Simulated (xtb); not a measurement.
SbClBr₂, SMILES [Cl][Sb]([Br])[Br]. All values are semi-empirical tight-binding results from xtb (GFN2-xTB unless named), good for trends rather than for accurate numbers. Coordinates come from a GFN2-xTB optimisation. The structure was generated by enumeration; whether it is a known compound was not checked.

Optimised geometry:

```xyz
4

Sb     0.7100     0.5029     0.0000
Cl    -0.9728     2.1608     0.0000
Br    -0.2810    -0.8911     1.8716
Br    -0.2810    -0.8911    -1.8716
```

For metal compounds this method's bond lengths and energies can be far off.

Problem. Estimate the properties. (An estimate is asked for; the answer gives what the named calculation found.)

Solution. 
```json
{
  "point_group_as_xtb_finds_it": "Cs",
  "orbital_gap": "4.03 eV",
  "zero_point_energy": "1.5 kcal/mol",
  "G − E(el) at 298.15 K (modified RRHO)": "-20.7 kcal/mol"
}
```

Computed atomic charges and the Wiberg bond orders between heavy atoms:
charges (e) Sb1 0.46, Cl2 -0.19, Br3 -0.13, Br4 -0.13. Bond orders Sb1–Cl2 1.18, Sb1–Br3 1.21, Sb1–Br4 1.21.
